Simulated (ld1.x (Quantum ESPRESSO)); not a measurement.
nitrogen (N): one change to a TM potential, before and after

nitrogen (N), norm-conserving Troullier–Martins (Kleinman–Bylander form), made with ld1.x (Quantum ESPRESSO) 7.5 (LDA (PZ), scalar-relativistic). Core [He], reference 2s2 2p1 (charge +2). Waves: 2s (bound): rc 0.95 bohr; 3d channel at 0.1 Ry: rc 1.60 bohr; 2p (bound): rc 1.85 bohr. Local part: the p channel. Core correction: a·sin(br)/r model core, default radius (core density twice the valence density).

All-electron outer shells of the reference configuration (LDA (PZ), scalar-relativistic, ld1.x):

```json
{"shell": "2s", "level (eV)": "-48.89", "outermost node (bohr)": "0.32", "outermost maximum (bohr)": "0.96"}
{"shell": "2p", "level (eV)": "-37.62", "outermost node (bohr)": "–", "outermost maximum (bohr)": "0.85"}
```

Change: wave 2s (bound): rc 0.95 bohr becomes 2s (bound): rc 1.28 bohr.

Cutoffs: the cutoffs (Ry, on a coarse ladder) from which the occupation-weighted sum of valence levels, in a spherical-Bessel basis at the reference potential, stays within 10 and 1 mRy of its value at 400 Ry; they do not see the model core or the augmentation charge, which bear on the density cutoff. Errors are all-electron minus pseudo energies relative to the spin-unpolarised reference configuration.

Question: Predict the effect on cutoff, ghosts and configuration errors.

Answer: The potential gets softer (55 Ry and 140 Ry → 40 Ry and 90 Ry); of the 9 tests that both files solve, the error grows in 8 and shrinks in 0 by more than 15 % and 0.3 meV (median size 246.1 → 288.6 meV); neither file shows a bound ghost. A larger radius leaves more room for a smooth pseudo-wave, so fewer plane waves are needed. More of the atom is replaced by a form fitted at one configuration, so other configurations suffer.

| quantity | base | changed |
| --- | --- | --- |
| cutoff, loose | 55 Ry | 40 Ry |
| cutoff, tight | 140 Ry | 90 Ry |
| loose cutoff by channel (10 mRy a level) | s 50 Ry, p 35 Ry | s 35 Ry, p 35 Ry |
| bound ghosts | none | none |
| error for 2s2 2p3, meV [ΔE -42.70 eV] | +119 | +150 |
| error for 2s2 2p2, meV [ΔE -28.97 eV] | +81 | +94 |
| error for 2s2 2p0, meV [ΔE 47.16 eV] | +272 | +298 |
| error for 2s0 2p5, meV [ΔE -20.25 eV] | +517 | +620 |
| error for 2s1 2p3, meV [ΔE -17.52 eV] | +246 | +289 |
| error for 2s1 2p4, meV [ΔE -31.50 eV] | +304 | +370 |
| error for 2s2 2p2.5, meV [ΔE -37.53 eV] | +116 | +139 |
| error for 2s2 2p1 (spin-polarised), meV [ΔE -0.56 eV] | +13 | +17 |
| error for 2s2 2p3 (spin-polarised), meV [ΔE -45.59 eV] | +246 | +294 |
| s: phases at 2.01 bohr within 0.05 rad from the reference energy up to (Ry; the scan ends near 5) | -0.2 | -0.1 |
| p: phases at 2.01 bohr within 0.05 rad from the reference energy up to (Ry; the scan ends near 5) | -0.5 | -0.5 |
| d: phases at 2.01 bohr within 0.05 rad from the reference energy up to (Ry; the scan ends near 5) | 2.7 | 2.7 |
